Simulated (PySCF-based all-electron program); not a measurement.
**Si₃BH₉, singlet: how the functional moves the forces**

Calculated with an in-house all-electron program built on PySCF, in large uncontracted Gaussian sets near the basis limit; the spin-free Dirac equation, no spin–orbit coupling, spin-restricted. Forces are good to about 0.010 eV/Å. Atoms are numbered as listed.

```xyz
13

B     0.0000    0.0000    0.0000
Si    2.0052    0.0000   -0.1051
H     2.2952    0.0000   -1.5829
H     2.6555   -1.2166    0.4789
H     2.6555    1.2166    0.4789
Si   -1.0026   -1.7366   -0.1051
H    -1.1476   -1.9877   -1.5829
H    -2.3814   -1.6915    0.4789
H    -0.2742   -2.9081    0.4789
Si   -1.0026    1.7366   -0.1051
H    -1.1476    1.9877   -1.5829
H    -0.2742    2.9081    0.4789
H    -2.3814    1.6915    0.4789
```

PBE forces:

```csv
atom,Fx,Fy,Fz (eV/Å)
B1,0.000,0.000,-0.001
Si2,0.005,0.000,-0.005
H3,-0.003,0.000,0.028
H4,-0.011,0.025,-0.011
H5,-0.011,-0.025,-0.011
Si6,-0.003,-0.004,-0.005
H7,0.001,0.003,0.028
H8,0.026,-0.003,-0.011
H9,-0.016,0.021,-0.011
Si10,-0.003,0.004,-0.005
H11,0.001,-0.003,0.028
H12,-0.016,-0.021,-0.011
H13,0.026,0.003,-0.011
```

Task: What forces does r2SCAN give?

Result: The forces move by 0.167 eV/Å (r.m.s. over the atoms) from PBE.

```json
{"atom": "B1", "Fx": "0.000", "Fy": "0.000", "Fz (eV/Å)": "0.017"}
{"atom": "Si2", "Fx": "0.128", "Fy": "0.000", "Fz (eV/Å)": "-0.060"}
{"atom": "H3", "Fx": "-0.047", "Fy": "0.000", "Fz (eV/Å)": "0.207"}
{"atom": "H4", "Fx": "-0.096", "Fy": "0.174", "Fz (eV/Å)": "-0.076"}
{"atom": "H5", "Fx": "-0.096", "Fy": "-0.174", "Fz (eV/Å)": "-0.076"}
{"atom": "Si6", "Fx": "-0.064", "Fy": "-0.111", "Fz (eV/Å)": "-0.060"}
{"atom": "H7", "Fx": "0.024", "Fy": "0.041", "Fz (eV/Å)": "0.207"}
{"atom": "H8", "Fx": "0.199", "Fy": "-0.004", "Fz (eV/Å)": "-0.076"}
{"atom": "H9", "Fx": "-0.103", "Fy": "0.170", "Fz (eV/Å)": "-0.076"}
{"atom": "Si10", "Fx": "-0.064", "Fy": "0.111", "Fz (eV/Å)": "-0.060"}
{"atom": "H11", "Fx": "0.024", "Fy": "-0.041", "Fz (eV/Å)": "0.207"}
{"atom": "H12", "Fx": "-0.103", "Fy": "-0.170", "Fz (eV/Å)": "-0.076"}
{"atom": "H13", "Fx": "0.199", "Fy": "0.004", "Fz (eV/Å)": "-0.076"}
```
